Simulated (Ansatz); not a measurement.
`C=C[Si@@H](N)O[Si@H](N)Cl` + `C[Si](N)(Cl)Cl` → `N[SiH](Cl)[Si](N)(Cl)Cl` + `C=C[SiH](N)OC`  (redistribution)

Program: Ansatz. Geometries: PBE0-D4/def2-TZVP. ΔE: electronic, gas phase. CCSD(T)/CBS is the MP2 limit (def2-TZVPP, def2-QZVPP) plus CCSD(T) − MP2 in def2-TZVPP, frozen cores. DFT in def2-TZVPP. B3LYP here is the variant with VWN-RPA as its local correlation; programs differ in this. Each species was taken in one conformer, which may not be the lowest.

| level | ΔE (kcal/mol) | difference from CCSD(T)/CBS |
| --- | --- | --- |
| PBE-D4 | 50.6 | -7.9 |
| r2SCAN-D4 | 57.5 | -1.0 |
| PBE0-D4 | 54.0 | -4.5 |
| B3LYP-D4 | 55.5 | -3.0 |
| ωB97X-V | 56.2 | -2.3 |
| ωB97M-V | 58.8 | 0.3 |
| B2PLYP | 58.0 | -0.5 |
| PBE | 50.8 | -7.7 |
| r2SCAN | 57.5 | -1.0 |
| PBE0 | 54.1 | -4.4 |
| B3LYP | 55.8 | -2.7 |
| HF/def2-TZVPP | 61.7 | 3.2 |
| MP2/def2-TZVPP | 60.9 | 2.4 |
| SCS-MP2/def2-TZVPP | 59.9 | 1.4 |
| CCSD/def2-TZVPP | 59.2 | 0.7 |
| CCSD(T)/def2-TZVPP | 58.4 | -0.1 |
| HF/def2-QZVPP | 62.2 | 3.7 |
| MP2/def2-QZVPP | 61.2 | 2.7 |
| SCS-MP2/def2-QZVPP | 60.2 | 1.7 |
| HF/CBS(def2) | 62.3 | 3.8 |
| MP2/CBS(def2) | 61.0 | 2.5 |
| CCSD/CBS(def2) | 59.3 | 0.8 |
| CCSD(T)/CBS | 58.5 | 0 |

Largest T1 diagnostic among the species: 0.011.

From PBE to PBE0 (25 % exact exchange), in def2-TZVPP and without D4, ΔE moves by +3.3 kcal/mol. In def2-TZVPP, CCSD(T) changes the Hartree–Fock value by −3.3 kcal/mol (the triples alone add −0.8 kcal/mol) and MP2 by −0.8 kcal/mol.
